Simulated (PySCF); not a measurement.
## Orbital picture of BIr

PBE at R = 1.752 Å; basis B x2c-TZVPPall, Ir x2c-TZVPPall; spin-free X2C with a Gaussian nucleus; PySCF 2.14. State: triplet, unpaired electrons σ ↑, δ ↑, a mixture of terms (⟨Lz²⟩ = 6.4). Only the outer orbitals are listed, counted within each symmetry.

```tsv
spin	orbital	occ.	ε (eV)	on B (%)	main shells (%)
α	14σ	1	-10.97	45	42 B s, 30 Ir d, 20 Ir s
α	8π	1	-7.59	18	82 Ir d, 17 B p
α	8π	1	-7.59	18	82 Ir d, 17 B p
α	15σ	1	-7.00	34	52 Ir d, 24 B s, 15 Ir s
α	4δ	1	-7.00	0	100 Ir d
α	4δ	1	-6.27	0	100 Ir d
α	16σ	1	-5.57	43	47 Ir s, 30 B p, 12 B s
α	9π	0	-2.72	53	53 B p, 37 Ir p, 9 Ir d
α	9π	0	-2.72	53	53 B p, 37 Ir p, 9 Ir d
α	17σ	0	-1.72	40	39 B p, 30 Ir p, 18 Ir s
β	14σ	1	-10.82	48	42 B s, 30 Ir d, 18 Ir s
β	8π	1	-7.11	22	77 Ir d, 21 B p
β	8π	1	-7.11	22	77 Ir d, 21 B p
β	15σ	1	-6.06	34	51 Ir d, 27 B s, 14 Ir s
β	4δ	1	-5.77	0	100 Ir d
β	4δ	0	-5.13	1	100 Ir d
β	16σ	0	-4.39	41	46 Ir s, 26 B p, 16 B s
β	9π	0	-2.22	53	53 B p, 33 Ir p, 14 Ir d
```

Problem. Which are the highest filled and the lowest empty level, where do they sit, and how wide is the gap?

Solution. Highest filled α 16σ at -5.57 eV (in %: 47 Ir s, 30 B p, 12 B s); lowest empty β 4δ at -5.13 eV (in %: 100 Ir d); the gap at PBE is 0.44 eV.

| Property | Result |
| --- | --- |
| bond order (Mayer) | 2.78 |
| ⟨S²⟩ | 2.012 |
| charge on B (Mulliken, basis-dependent) | 0.09 |
| charge on B (Löwdin, basis-dependent) | -0.34 |
| dipole moment (positive dipole means B(−)Ir(+)) | 1.54 D |
| polarisability along the bond | 79.3 bohr³ |
| polarisability across the bond | 48.4 bohr³ |

Spin–orbit coupling is left out. With d or f electrons several states lie close, and the lowest PBE0 determinant need not be the measured ground state.
